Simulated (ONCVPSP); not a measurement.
## Building the ONCV potential for gadolinium (PBE, scalar-relativistic).

gadolinium (Gd), optimised norm-conserving Vanderbilt (ONCV), made with ONCVPSP 4.0.1 (PBE, scalar-relativistic). Core [Kr] 4d10, reference 4f7 5s2 5p6 5d2 6s1. Waves: 5s+6s: rc 2.30 bohr, ncon 4, nbas 7, qcut 4.2 1/bohr, 2 projectors; 5p: rc 2.55 bohr, ncon 4, nbas 8, qcut 4.5 1/bohr, 2 projectors, debl 2.7 Ha; 5d: rc 2.20 bohr, ncon 4, nbas 7, qcut 4 1/bohr, 2 projectors, debl 1.9 Ha; 4f: rc 1.45 bohr, ncon 4, nbas 8, qcut 10.8 1/bohr, 2 projectors, debl 0.3 Ha. Local part: polynomial inside 1.15 bohr (lpopt 5, dvloc0 6 Ha). Core correction: none.

All-electron outer shells of the reference configuration (PBE, scalar-relativistic, ld1.x):

```csv
shell,level (eV),outermost node (bohr),outermost maximum (bohr)
4d,-146.31,0.27,0.56
5s,-48.30,0.65,1.20
5p,-25.93,0.70,1.35
4f,-7.28,–,0.56
6s,-3.67,1.61,3.46
5d,-1.75,0.79,2.02
```

What the tests gave:

```
Cutoffs needed           : 55 Ha and 93 Ha (the cutoffs (Ha) at which the residual kinetic energy of the hardest occupied pseudo-wave falls to 1 and 0.1 mHa per electron)
Ghost test               : no bound ghost flagged; GHOST(+) flagged for s at 41.9 eV
Largest excitation error : -3.1 meV (all-electron minus pseudo) for 4f7 5s2 5p6 5d1 6s2, out of 4 test configurations
```

Generation and tests took about 8.8 s on one core of a shared server CPU.
